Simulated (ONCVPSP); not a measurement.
PBE ONCV dataset for Li (Z = 3), scalar-relativistic all-electron reference.

Li, optimised norm-conserving Vanderbilt (ONCV), made with ONCVPSP 4.0.1 (PBE, scalar-relativistic). Core [He], reference 2s1. Waves: 2s: rc 3.00 bohr, ncon 3, nbas 7, qcut 1.9 1/bohr, 2 projectors, debl 1.9 Ha; p scattering state at 0.02 Ha: rc 3.10 bohr, ncon 4, nbas 7, qcut 2.8 1/bohr, 2 projectors, debl 0.6 Ha; d scattering state at 0.07 Ha: rc 2.50 bohr, ncon 4, nbas 7, qcut 4.4 1/bohr, 2 projectors, debl 1.4 Ha. Local part: polynomial inside 1.75 bohr (lpopt 4, dvloc0 4 Ha). Core correction: Teter function, fcfact 4.5, rcfact 1.3.

In the p channel the program set the typed energies aside and used 0.050, 0.650 Ha.

* Cutoffs needed: 1.3 Ha and 4.4 Ha (the cutoffs (Ha) at which the residual kinetic energy of the hardest occupied pseudo-wave falls to 1 and 0.1 mHa per electron) The cutoffs count occupied waves only; projector 2 of the s channel, the hardest unoccupied one, needs 18 Ha at the loose tolerance.
* Ghost test: no bound ghost flagged; no localised positive-energy state flagged
* Largest excitation error: +4.3 meV (all-electron minus pseudo) for 2s0.5, out of 2 test configurations
* rms error of d²Exc/dni dnj: 3.45 mHa without and 2.67 mHa with the model core
